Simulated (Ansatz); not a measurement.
Geometry optimisation, RKS B3LYP-D4/def2-SVP in Ansatz.

The input (input.yaml):

```yaml
crystal:
  periodic: [false, false, false]
  atoms:
    - { symbol: "N", position_ang: [-1.93857, -0.61999, -0.676] }
    - { symbol: Al, position_ang: [-0.45229, 0.18126, -0.46417] }
    - { symbol: As, position_ang: [1.01515, -0.69477, 1.34416] }
    - { symbol: H, position_ang: [-2.64189, -0.38105, -1.37238] }
    - { symbol: H, position_ang: [0.3758, 1.44484, -1.13307] }
    - { symbol: H, position_ang: [1.37703, 0.70863, 1.84103] }
    - { symbol: H, position_ang: [2.26477, -0.63892, 0.46043] }
total_charge: -1
basis:
  gaussian: { orbitals: def2-SVP }
hamiltonian:
  xc: b3lyp
  dispersion: d4
relax:
  f_tol: 0.015
  max_steps: 40
```

Launched with:

```bash
$ ansatz run input.yaml --threads 1 --pin off --max-ram 2048MiB --backend cpu --events-out ev --progress --plain --runs-dir out
```

Question: Where does it end, and by what steps?

Answer: The run converged. Limits of this set-up: an anion without diffuse functions. After 6 steps the energy has fallen by 0.037 eV; H5 moved furthest, 0.17 Å.

```json
{"step": "0", "energy less start (eV)": "0.0000", "largest force component (eV/Å)": "0.505", "accepted": "yes"}
{"step": "1", "energy less start (eV)": "-0.0232", "largest force component (eV/Å)": "0.188", "accepted": "yes"}
{"step": "2", "energy less start (eV)": "-0.0304", "largest force component (eV/Å)": "0.156", "accepted": "yes"}
{"step": "3", "energy less start (eV)": "-0.0330", "largest force component (eV/Å)": "0.121", "accepted": "yes"}
{"step": "4", "energy less start (eV)": "-0.0354", "largest force component (eV/Å)": "0.168", "accepted": "yes"}
{"step": "5", "energy less start (eV)": "-0.0367", "largest force component (eV/Å)": "0.056", "accepted": "yes"}
{"step": "6", "energy less start (eV)": "-0.0372", "largest force component (eV/Å)": "0.004", "accepted": "yes"}
```

```xyz
7
Properties=species:S:1:pos:R:3
N -1.941 -0.635 -0.664
Al -0.445 0.198 -0.476
As 1.034 -0.695 1.356
H -2.603 -0.335 -1.389
H 0.241 1.466 -1.240
H 1.399 0.694 1.915
H 2.315 -0.694 0.498
```

The run took 25 s on 1 thread of Arm Neoverse V1, with other jobs on the host, peak memory 0.17 GiB.
